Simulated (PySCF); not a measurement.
CH5InOS2, SMILES C[O][In]([SH])[SH].

Geometry optimised at B3LYP-D3(BJ)/def2-SVP. The structure was generated by enumeration; whether it is a known compound was not checked. The def2 effective core potentials stand for the cores of In; spin–orbit coupling is left out. Other conformers were not sampled.

Two levels are set side by side: PBE/def2-TZVP (PySCF) and PBE0/def2-TZVP (PySCF). Same geometry, gas phase. Differences are taken from unrounded values.

```json
[
 {"quantity": "orbital gap (eV)", "PBE": "3.30"},
 {"quantity": "highest occupied level (eV)", "PBE": "-6.16"},
 {"quantity": "lowest empty level (eV)", "PBE": "-2.87"},
 {"quantity": "dipole moment (D)", "PBE": "1.21"},
 {"quantity": "mean polarisability (bohr³)", "PBE": "99.9"}
]
```

Problem. These are the PBE values. What does PBE0 give? (An estimate is asked for; the answer gives what the named calculation found.)

Solution. 
| quantity | PBE0 | PBE minus PBE0 |
|---|---|---|
| orbital gap (eV) | 5.58 | -2.29 |
| highest occupied level (eV) | -7.62 | 1.45 |
| lowest empty level (eV) | -2.03 | -0.84 |
| dipole moment (D) | 1.31 | -0.09 |
| mean polarisability (bohr³) | 94.8 | 5.1 |

Without exact exchange PBE keeps part of each electron's self-repulsion, which lifts occupied levels and narrows the gap. Loosely held outer electrons make PBE densities more polarisable. Differences between two approximate levels are no errors against the true value.

Rough cost on one machine, each run with all the roots and properties that it gave: PBE0 against PBE within a factor of 2.
